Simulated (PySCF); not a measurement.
**Radial density of Sc (scandium, neutral)**

UHF, [Ar] 3d1 4s1 4p1, one real determinant (an excited configuration). Computed with PySCF 2.14 in x2c-TZVPPall (6s5p4d2f1g, 64 functions), with scalar relativity by spin-free X2C-1e.

```csv
r (bohr),4πr²ρ (e/bohr),4πr²(ρα − ρβ)
0.00143,0.1922,0.0001
0.00241,0.4936,0.0002
0.00405,1.247,0.0004
0.00681,3.020,0.0009
0.0115,6.795,0.0021
0.0193,13.46,0.0040
0.0324,21.60,0.0058
0.0545,24.73,0.0049
0.0918,19.55,0.0032
0.154,20.69,0.0180
0.260,26.09,0.0510
0.437,11.93,0.1558
0.734,7.742,0.4969
1.24,7.065,0.5534
2.08,1.433,0.5171
3.49,0.6426,0.6307
5.88,0.2217,0.2216
9.89,0.004154,0.0042
```

Densities and radii are taken from the X2C orbitals without a picture-change correction, which distorts them close to the nucleus.

⟨L²⟩ = 8.17 against 12 for a pure F term, so this real determinant mixes terms.
